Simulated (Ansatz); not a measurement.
`B[SiH2]OC` → `BOC` + `[SiH2]` at 700 K and 1 bar (silylene formation by 1,1-elimination).

Calculated with Ansatz (gas phase, PBE0-D4/def2-TZVP geometries, no zero-point term in ΔE). CCSD(T)/CBS adds triple-zeta CCSD(T) − MP2 to the extrapolated MP2 energy (def2 sets, frozen cores). This one scheme is used for every species. One conformer a species, not always the lowest.

```csv
species,CCSD(T)/CBS energy (Eh),H − E (kJ/mol),S (J/(mol·K))
`B[SiH2]OC`,-431.29232,284.6,455.2
`BOC`,-141.04597,216.3,339.4
`[SiH2]`,-290.19011,56.3,240.4
```

H − E and S are ideal-gas, rigid-rotor, harmonic terms from PBE0-D4/def2-TZVP, for one conformer and one mirror image of each species. 1 Eh = 2625.50 kJ/mol, R = 8.31446 J/(mol·K).

Question: By hand: ΔE, ΔH, ΔS and ΔG.

Answer: ΔE = (-141.04597) + (-290.19011) − (-431.29232) = 0.05624 Eh = 147.7 kJ/mol. Δ(H − E) = 216.3 + 56.3 − 284.6 = -12.0, so ΔH = 135.7 kJ/mol. ΔS = 339.4 + 240.4 − 455.2 = 124.6 J/(mol·K). ΔG = 135.7 − 700 × (124.6)/1000 = 48.5 kJ/mol.

Question: By hand: the equilibrium constant, and the temperature at which ΔG would vanish if ΔH and ΔS stayed fixed.

Answer: log₁₀ K = −ΔG/(RT ln 10) = -3.6. ΔG = 0 at ΔH/ΔS = 1089 K.

The number of gas molecules changes by +1, which sets the sign of ΔS. A doubt of 5 kJ/mol in ΔE shifts log₁₀ K by 0.4 here. Other conformers and mirror images would add mixing entropy, several J/(mol·K) or more a flexible species. These are equilibria of isolated gas molecules and say nothing of rates. Largest T1 diagnostic: 0.014 (customary marks: 0.02 for closed shells, 0.045 for open ones).
